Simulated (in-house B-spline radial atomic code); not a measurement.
The numbers below are computed, except where a source is named.
## Ghost states of the separable form: S

S, [Ne] 3s2 3p4, non-relativistic PBE, spherical and spin-unpolarised, from an all-electron radial atomic-structure program (B-spline basis) (atomic units; all potentials screened as in the neutral atom).

Troullier-Martins channels: 3s (ε = -0.6300, r_c = 1.247 bohr), 3p (ε = -0.2580, r_c = 1.378 bohr). In the Kleinman-Bylander form one channel serves as the local potential, and each other channel l becomes |δV u><u δV|/<u|δV|u>, with δV = V_l − V_local and u the pseudo-orbital. Its strength is E_KB = <u|δV²|u>/<u|δV|u>. By the analysis of Gonze, Stumpf and Scheffler a spurious state lies below the reference level ε if E_KB > 0 and ε is above the second level of the local potential alone, or if E_KB < 0 and ε is above its first. The table's levels are those of angular momentum l in a sphere of 9 bohr, whose wall can lift a shallow ε a little above its free-atom value.

```tsv
local	channel	<u δV u>	<u δV² u>	ε	first local level	second local level
p	s	0.15733	0.52253	-0.6300	-1.0152	-0.0333
s	p	-0.098256	0.31611	-0.2580	-0.2016	0.1001
```

(1) Apply the rule to each row.

Diagonalising the separable Hamiltonian gives:

```tsv
local	channel	three lowest levels	all-electron, two lowest valence levels
p	s	-0.6300, 0.0177, 0.2934	-0.6300, 0.0179
s	p	-0.2580, 0.0871, 0.3875	-0.2580, 0.0873
```

(2) Which choices of local channel are safe?

## Answers

(1) Local p, channel s: E_KB = +3.32, so ε = -0.6300 is set against -0.0333: no ghost. Local s, channel p: E_KB = -3.22, so ε = -0.2580 is set against -0.2016: no ghost.

(2) All are free of ghosts. Among the safe choices the second level, which tests transfer, is off by at most 0.1 millihartree (s local), 0.2 millihartree (p local).
